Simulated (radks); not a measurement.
Results of a calculation; reference values are marked as such.
Removal energies from the palladium ion Pd13+, [Ar] 3d10 4s2 4p3, by Delta-SCF beside the eigenvalue of the level emptied. Code: a radial shooting solver on a logarithmic mesh with Libxc functionals. Model: scalar-relativistic Kohn-Sham, r2SCAN, spin-polarised, spherical densities, finite nucleus; meta-GGA in the generalised Kohn-Sham scheme; Fermi nuclear charge, rms radius of each element as measured or else 0.836 A^(1/3) + 0.57 fm. Open shells are filled with parallel spins first.

removed from	final configuration	Delta-SCF (eV)	-eigenvalue (eV)
4p	[Ar] 3d10 4s2 4p2	317.67	305.70
4s	[Ar] 3d10 4s1 4p3	346.94	336.79
3d	[Ar] 3d9 4s2 4p3	643.82	616.82
3p	[Ne] 3s2 3p5 3d10 4s2 4p3	835.50	810.31
